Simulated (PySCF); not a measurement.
C4F8.
Atom-mapped SMILES: `[F:1][C:2]([F:3])=[C:4]([F:5])[C:6]([F:7])([F:8])[C:9]([F:10])([F:11])[F:12]`

The same species was optimised twice, with GFN2-xTB and with PBE0-D3(BJ)/def2-SVP (PySCF), and the same property calculations (PySCF, gas phase) were run on both structures.

```csv
coordinate,GFN2-xTB,PBE0-D3(BJ)/def2-SVP,change
C6–C9 (Å),1.564,1.547,-0.017
C4–C6 (Å),1.513,1.499,-0.014
C2–F3 (Å),1.309,1.299,-0.010
F1–C2 (Å),1.311,1.301,-0.010
C4–F5 (Å),1.339,1.328,-0.011
C9–F12 (Å),1.335,1.328,-0.007
C6–F8 (Å),1.345,1.340,-0.005
C6–F7 (Å),1.349,1.344,-0.005
C2=C4 (Å),1.333,1.336,+0.003
C9–F11 (Å),1.327,1.324,-0.003
C9–F10 (Å),1.324,1.323,-0.001
F7–C6–F8 (°),106.8,109.0,+2.2
C4–C6–C9 (°),111.3,113.2,+1.9
C4–C6–F7 (°),110.8,109.3,-1.5
F7–C6–C9 (°),108.5,107.1,-1.4
F1–C2–C4 (°),123.7,122.5,-1.2
C6–C9–F10 (°),111.4,110.2,-1.2
C6–C9–F11 (°),111.5,110.5,-1.0
F1–C2–F3 (°),111.4,112.3,+0.9
C2–C4–C6–F7 (°),124,129,+5
C4–C6–C9–F10 (°),174,179,+5
```

Rotational constants: A = 1482, B = 670.7, C = 621.7 MHz (GFN2-xTB) against A = 1504, B = 678.0, C = 628.1 MHz (PBE0-D3(BJ)/def2-SVP). Point groups within 0.08 Å: C1 and C1.

On the GFN2-xTB structure: HOMO (eV) -8.44 [PBE0/pcSseg-1]; LUMO (eV) -0.76 [PBE0/pcSseg-1]; dipole (D) 1.00 [PBE0/pcSseg-1]; GIAO shielding of F1 (ppm) 259.6 [PBE0/pcSseg-1]; GIAO shielding of C2 (ppm) 17.7 [PBE0/pcSseg-1]; GIAO shielding of F3 (ppm) 276.8 [PBE0/pcSseg-1]; GIAO shielding of C4 (ppm) 55.5 [PBE0/pcSseg-1]; GIAO shielding of F5 (ppm) 379.0 [PBE0/pcSseg-1]; GIAO shielding of C6 (ppm) 69.3 [PBE0/pcSseg-1]; GIAO shielding of F7/F8 (mean) (ppm) 312.1 [PBE0/pcSseg-1]; GIAO shielding of C9 (ppm) 58.9 [PBE0/pcSseg-1].

Problem. What do these properties become on the PBE0-D3(BJ)/def2-SVP structure?

Solution. 
```csv
property,level,on GFN2-xTB,on PBE0-D3(BJ)/def2-SVP,change
HOMO (eV),PBE0/pcSseg-1,-8.44,-8.31,+0.13
LUMO (eV),PBE0/pcSseg-1,-0.76,-0.68,+0.08
dipole (D),PBE0/pcSseg-1,1.00,1.07,+0.07
"energy, GFN2-xTB geometry as zero (kcal/mol)",PBE0/pcSseg-1,0.0,-0.8,-0.8
GIAO shielding of F1 (ppm),PBE0/pcSseg-1,259.6,263.5,+3.9
GIAO shielding of C2 (ppm),PBE0/pcSseg-1,17.7,19.2,+1.5
GIAO shielding of F3 (ppm),PBE0/pcSseg-1,276.8,280.5,+3.7
GIAO shielding of C4 (ppm),PBE0/pcSseg-1,55.5,57.8,+2.3
GIAO shielding of F5 (ppm),PBE0/pcSseg-1,379.0,381.0,+2.0
GIAO shielding of C6 (ppm),PBE0/pcSseg-1,69.3,71.9,+2.6
GIAO shielding of F7/F8 (mean) (ppm),PBE0/pcSseg-1,312.1,318.6,+6.5
GIAO shielding of C9 (ppm),PBE0/pcSseg-1,58.9,60.3,+1.4
```

The heavy atoms differ by 0.070 Å rms after alignment. Among bonds between heavy atoms C6–C9 changes most (-0.017 Å). Changes are differences of the printed values. Neither structure is proved a minimum here.

Shape of the structure used: `[F:1][C:2]([F:3])=[C:4]([F:5])[C:6]([F:7])([F:8])[C:9]([F:10])([F:11])[F:12]`: C2–C4–C6–F7 129°, C4–C6–C9–F10 179°.
